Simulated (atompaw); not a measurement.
# Before and after: PAW (atompaw) potential for Mn

- Element: Mn
- Generator: atompaw 4.2.0.5
- Type: PAW
- Functional: PBE
- Relativity: scalar-relativistic
- Frozen core: [Ne]
- Valence charge: 15
- Reference configuration: 3s2 3p6 3d5 4s2 4p0
- Partial waves: 3s (bound): rc 1.35 bohr; 4s (bound): rc 1.75 bohr; 3p (bound): rc 1.60 bohr; 4p (bound, empty): rc 1.75 bohr; 3d (bound): rc 1.35 bohr; 3d channel at 1 Ry: rc 1.35 bohr
- Local potential: ultrasoft scheme with l = 3 at 0.5 Ry, radius 1.60 bohr
- Core correction: smooth core density matched at 1.45 bohr
- Augmentation charge: gaussian compensation charge, radius 1.30 bohr; PAW radius 1.75 bohr; waves and projectors: custom polynom gramschmidtortho

All-electron outer shells of the reference configuration (PBE, scalar-relativistic, ld1.x):

| shell | level (eV) | outermost node (bohr) | outermost maximum (bohr) |
| --- | --- | --- | --- |
| 2s | -743.95 | 0.08 | 0.23 |
| 2p | -630.19 | – | 0.19 |
| 3s | -85.88 | 0.34 | 0.74 |
| 3p | -54.59 | 0.31 | 0.75 |
| 3d | -6.77 | – | 0.76 |
| 4s | -5.11 | 1.05 | 2.51 |
| 4p | -1.37 | 1.16 | 3.43 |

Change: local potential vpsmatchnc scheme with l = 3 at 0.5 Ry, radius 1.60 bohr.

Cutoffs: the cutoffs (Ry, on a coarse ladder) from which the occupation-weighted sum of valence levels, in a spherical-Bessel basis at the reference potential, stays within 10 and 1 mRy of its value at 400 Ry; they do not see the model core or the augmentation charge, which bear on the density cutoff.

**Question.** What does the change do?

**Answer.** The potential gets neither clearly harder nor softer (70 Ry and 100 Ry → 70 Ry and 100 Ry); the range in which the s phases agree widens (upper end 0.6 → at the end of the scan); neither file shows a bound ghost.

| quantity | base | changed |
| --- | --- | --- |
| cutoff, loose | 70 Ry | 70 Ry |
| cutoff, tight | 100 Ry | 100 Ry |
| bound ghosts | none | none |
| s: phases at 1.75 bohr within 0.05 rad from the reference energy up to (Ry; the scan ends near 5) | 0.6 | to the end of the scan |
| p: phases at 1.75 bohr within 0.05 rad from the reference energy up to (Ry; the scan ends near 5) | 2.5 | 2.4 |
| d: phases at 1.75 bohr within 0.05 rad from the reference energy up to (Ry; the scan ends near 5) | 4.5 | to the end of the scan |
| lowest overlap eigenvalue by channel | s 0.13, p 0.81, d 0.99 | s 0.66, p 0.77, d 0.94 |

 The cutoffs see the waves, projectors and local potential, not the compensation charge or the core.
